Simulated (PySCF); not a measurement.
Task: What does the PBE0-D3(BJ)/def2-SVP structure of `N#C[SiH](C#N)CCl` look like in three dimensions?

Result: 
```
atom  x, y, z in Å
N1     0.6081    2.8567   -0.8083
C2     0.5580    1.7101   -0.6464
Si3    0.4610   -0.1166   -0.3796
C4     1.6956   -0.5372    0.9375
N5     2.4347   -0.8388    1.7785
C6    -1.2593   -0.5489    0.2296
Cl7   -2.4032   -0.1299   -1.0759
H8     0.8203   -0.8211   -1.6308
H9    -1.5240    0.0218    1.1315
H10   -1.3492   -1.6215    0.4557
```

Any rigid rotation of these coordinates is as good. Atoms count from 1 in this order. Si3 (SiH silicon) is tetrahedral (angles from 107.0° to 112.8°). The 3 C–Si bonds span 1.849 Å (C2–Si3, drawn single) to 1.876 Å (Si3–C6, drawn single), a spread of 0.027 Å.

Bonds between heavy atoms (Å): N1≡C2 1.159, C2–Si3 1.849, Si3–C4 1.854, C4≡N5 1.159, Si3–C6 1.876, C6–Cl7 1.786.

Level of theory: PBE0-D3(BJ)/def2-SVP geometry optimisation, gas phase in PySCF 2.14.0.

Point group: C1 (no symmetry element, even within 0.4 Å). Whether it is a minimum is left open (no frequencies). One conformer, not necessarily the lowest (C2–Si3–C6–Cl7 64°).

Hardware: Arm Neoverse V2, one thread, shared host. Cost: 47 s wall, 0.51 GiB resident at most. These figures are those of the optimisation.
